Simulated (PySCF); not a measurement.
Which level of theory gave which numbers?

C2H8BOP.
SMILES with atom numbers: `[CH2:1]=[CH:2][O:3][BH2-:4][PH3+:5]` (hydrogens: H6, H7 on C1; H8 on C2; H9, H10 on B4; H11, H12, H13 on P5)

The closed-shell ground state was solved 7 times with PySCF (density fitting, gas phase), always with PBE0, in these basis sets: 6-311+G(2d,p), STO-3G, aug-cc-pVDZ, cc-pVDZ, def2-SVP, pcSseg-0 and pcSseg-2. One conformer (not necessarily the lowest) at the PBE0-D3(BJ)/def2-SVP geometry, without solvent, vibrations or thermal averaging.

```
row  total energy (Eh)  HOMO (eV)  LUMO (eV)  dipole (D)
  P          -522.0847      -5.63       0.21        4.91
  Q          -522.1678      -5.87      -0.19        4.88
  R          -521.8407      -5.70       0.24        4.94
  S          -522.1431      -5.86      -0.50        4.87
  T          -522.0988      -5.85      -0.61        4.90
  U          -521.2456      -5.71       0.34        5.11
  V          -515.9444      -2.39       5.45        6.52
```

Problem. Which basis belongs to which row?

Solution. P = cc-pVDZ, Q = pcSseg-2, R = def2-SVP, S = 6-311+G(2d,p), T = aug-cc-pVDZ, U = pcSseg-0, V = STO-3G. From the lowest total energy up: pcSseg-2 (299 functions) 0 eV; 6-311+G(2d,p) (191 functions) +0.67 eV; aug-cc-pVDZ (191 functions) +1.88 eV; cc-pVDZ (114 functions) +2.26 eV; def2-SVP (114 functions) +8.90 eV; pcSseg-0 (65 functions) +25.09 eV; STO-3G (37 functions) +169.35 eV.

The values belong to the conformer `[CH2:1]=[CH:2][O:3][BH2-:4][PH3+:5]`: C1–C2–O3–B4 180°, C2–O3–B4–P5 -177°.
